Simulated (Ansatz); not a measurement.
Calculated with Ansatz (gas phase, PBE0-D4/def2-TZVP geometries, no zero-point term in ΔE). CCSD(T)/CBS is the MP2 limit (def2-TZVPP, def2-QZVPP) plus CCSD(T) − MP2 in def2-TZVPP, frozen cores. This one scheme is used for every species. Functionals use def2-TZVPP. One conformer a species, not always the lowest.

`CN(C)B(F)S` + HCl → `FB(S)Cl` + `CNC`  (ligand exchange at a B–N bond)

`CN(C)B(F)S`:

```xyz
13

C    -1.167    0.564   -0.653
N    -0.109   -0.031    0.123
C    -0.528   -0.514    1.418
B     1.211   -0.138   -0.318
F     2.131   -0.709    0.475
S     1.742    0.478   -1.956
H    -1.973   -0.157   -0.831
H    -0.797    0.903   -1.620
H    -1.596    1.427   -0.131
H     0.315   -0.950    1.950
H    -1.307   -1.278    1.314
H    -0.939    0.303    2.023
H     3.019    0.103   -1.793
```

HCl:

Z-matrix (Å, degrees):
```
Cl
H 1 1.279
```

`FB(S)Cl`:

Cartesian coordinates in Å:
```
F -1.427 -0.237 0.222
B -0.283 0.374 -0.014
S 1.270 -0.520 -0.098
Cl -0.286 2.108 -0.249
H 0.725 -1.725 0.139
```

`CNC`:

Z-matrix (Å, degrees):
```
C
N 1 1.445
H 1 1.094 2 109.4
H 1 1.092 2 110.0 3 117.9
H 1 1.104 2 114.0 3 -120.2
C 2 1.445 1 112.8 3 65.3
H 2 1.011 1 109.8 3 -171.9
H 6 1.104 2 114.0 1 54.9
H 6 1.094 2 109.4 1 -65.3
H 6 1.092 2 110.0 1 176.8
```

| level | ΔE (kJ/mol) |
| --- | --- |
| B2PLYP | 37.2 |
| HF/def2-TZVPP | 33.4 |

Question: What does CCSD(T)/CBS give? (Estimate.)

Answer: Computed: +43.6 kJ/mol. The listed levels differ from it by -6.4, -10.2 kJ/mol.

Largest T1 diagnostic among the species: 0.012.

The D4 term adds +7.8 kJ/mol with B3LYP and +4.7 kJ/mol with PBE0; it sums over pairs of atoms, weighted by their polarisabilities, and B3LYP, whose exchange is more repulsive, gets the larger term. In def2-TZVPP, CCSD(T) changes the Hartree–Fock value by +10.4 kJ/mol (the triples alone add +0.3 kJ/mol) and MP2 by +9.4 kJ/mol.

B3LYP here is the variant with VWN-RPA as its local correlation; programs differ in this.
